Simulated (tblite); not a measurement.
Input of a run (GFN2-xTB geometry optimisation, gas phase (tblite 0.8.0)), started from a force field or distance geometry:
```
{"job": {"kind": "relax", "xc": "GFN2-xTB", "basis": "xTB"}, "charge": 0, "multiplicity": 1}
C     -1.219000    -1.338500    -0.098700
C     -1.078500     0.186900     0.061900
C     -2.170500     0.682200     1.024300
C     -1.231900     0.888700    -1.295700
P      0.579700     0.631300     0.852700
C      1.813200    -0.127000    -0.309300
C      3.257500    -0.056300     0.181700
F      3.424700    -0.708800     1.361200
F      3.688800     1.207700     0.348700
F      4.076300    -0.648200    -0.711800
H     -1.059100    -1.872000     0.842000
H     -0.538600    -1.743600    -0.841000
H     -2.243800    -1.587100    -0.428800
H     -3.170300     0.462600     0.614400
H     -2.117000     0.220000     2.009700
H     -2.126800     1.772100     1.183200
H     -2.220900     0.689100    -1.710600
H     -0.493600     0.524200    -2.015900
H     -1.120200     1.971700    -1.194900
H      0.617200    -0.351800     1.867000
H      1.565500    -1.171100    -0.469400
H      1.756900     0.387100    -1.271400
```

Output (eV, eV/Å):
```
step      E/eV     max force
  0    -971.26301    1.283
  1    -971.31817    0.753
  2    -971.34933    0.343
  3    -971.35928    0.268
  4    -971.36820    0.230
  5    -971.37295    0.210
  6    -971.37840    0.210
  7    -971.38264    0.182
  8    -971.38550    0.091
  9    -971.38702    0.093
 10    -971.38860    0.140
 11    -971.39093    0.163
 12    -971.39373    0.154
 13    -971.39622    0.115
 14    -971.39819    0.110
 15    -971.40002    0.124
 16    -971.40176    0.131
 17    -971.40310    0.089
 18    -971.40403    0.067
 19    -971.40484    0.064
 20    -971.40570    0.076
 21    -971.40645    0.064
 22    -971.40695    0.045
 23    -971.40731    0.043
 24    -971.40764    0.056
 25    -971.40797    0.045
 26    -971.40825    0.046
 27    -971.40853    0.046
 28    -971.40887    0.054
 29    -971.40928    0.063
 30    -971.40968    0.052
 31    -971.41000    0.041
 32    -971.41026    0.041
 33    -971.41054    0.048
 34    -971.41085    0.058
 35    -971.41114    0.055
 36    -971.41136    0.037
 37    -971.41151    0.035
 38    -971.41164    0.030
 39    -971.41176    0.025
 40    -971.41188    0.025
 41    -971.41201    0.028
 42    -971.41213    0.029
 43    -971.41223    0.024
 44    -971.41230    0.018
 45    -971.41235    0.015
 46    -971.41239    0.017
 47    -971.41242    0.011
 48    -971.41244    0.010
```

Summarise the run.

The energy falls by 14.4 kJ/mol over 48 L-BFGS steps, the largest force on an atom goes from 1.28 to 0.010 eV/Å, and the atoms move by 0.100 Å rms after alignment. Among the bonds, P5–C6 and C6–C7 change most and about equally (-0.022 to +0.022 Å). Bonds longer at the end by more than 0.005 Å: 2 of 21; shorter: 11. Among the angles that change most is P5–C6–C7, from 114.1° to 106.9°. The energy never rose by more than 1e-5 eV on the way. The first step brought 37 % of the lowering.

What are the final bond lengths?

C1–C2 1.527 Å, C2–C3 1.531 Å, C2–C4 1.528 Å, C2–P5 1.889 Å, P5–C6 1.879 Å, C6–C7 1.505 Å, C7–F8 1.343 Å, C7–F9 1.340 Å, C7–F10 1.346 Å, C1–H11 1.089 Å, C1–H12 1.088 Å, C1–H13 1.089 Å, C3–H14 1.089 Å, C3–H15 1.089 Å, C3–H16 1.089 Å, C4–H17 1.089 Å, C4–H18 1.088 Å, C4–H19 1.089 Å, P5–H20 1.403 Å, C6–H21 1.091 Å, C6–H22 1.092 Å. Numbering counts from 1 in the input's order; the species is `CC(C)(C)PCC(F)(F)F`.

Its GFN2-xTB frequencies are all real (lowest 17 cm⁻¹). One conformer, not necessarily the lowest. 3 starts were optimised and ended at 0.00, 0.00 and 0.46 kcal/mol (GFN2-xTB); the lowest of these is shown.

Conformer computed: `[CH3:1][C:2]([CH3:3])([CH3:4])[PH:5][CH2:6][C:7]([F:8])([F:9])[F:10]`: C1–C2–P5–C6 54°, C2–P5–C6–C7 -171°, P5–C6–C7–F8 62°.
